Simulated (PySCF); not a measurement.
# Relaxation of doublet IrO(OH)₂

All numbers come from UPBE in PySCF with Ir def2-SVP with ECP60, O def2-SVP, H def2-SVP; scalar-relativistic core potentials, no spin–orbit coupling; density-fitted integrals. A (50,194) grid was used.

A hand-made T-shaped (ligand arrangement 1) (heavy-atom frame) start, of C2 symmetry, held to at least that symmetry:

Coordinates in bohr (charge 0 multiplicity 2):
```
Ir    0.0000    0.0000   -0.2314
O     0.0000    0.0000    3.0189
O     3.4939    0.0000   -0.1093
O    -3.4939    0.0000   -0.1093
H     4.6593   -1.3897   -0.0687
H    -4.6593    1.3897   -0.0687
```

Optimiser trace:
```tsv
step	E − E(last) (kJ/mol)	largest gradient (Eh/bohr)
0	214.80	0.06591
1	130.33	0.04141
2	80.60	0.01807
3	50.99	0.02445
4	23.78	0.02125
5	5.63	0.00951
6	0.94	0.00839
7	0.68	0.00576
8	0.23	0.00536
9	0.09	0.00150
10	0.06	0.00082
11	0.00	0.00056
12	0.00	0.00019
```

It ends at C2 with Ir–O 1.710 Å, Ir–O 1.877 Å (×2), O–H 0.986 Å (×2); H–O–Ir 108.9° (×2), O–Ir–O 119.5°, O–Ir–O 120.3° (×2) (after a last refinement on a finer grid). A frequency run shows a minimum. Other isomers or separated fragments may lie lower.

With open d or f shells other occupations or spin states may lie lower. Spin–orbit coupling, left out here, can matter for elements this heavy.

The relaxation took about 90 core-seconds on a shared host.
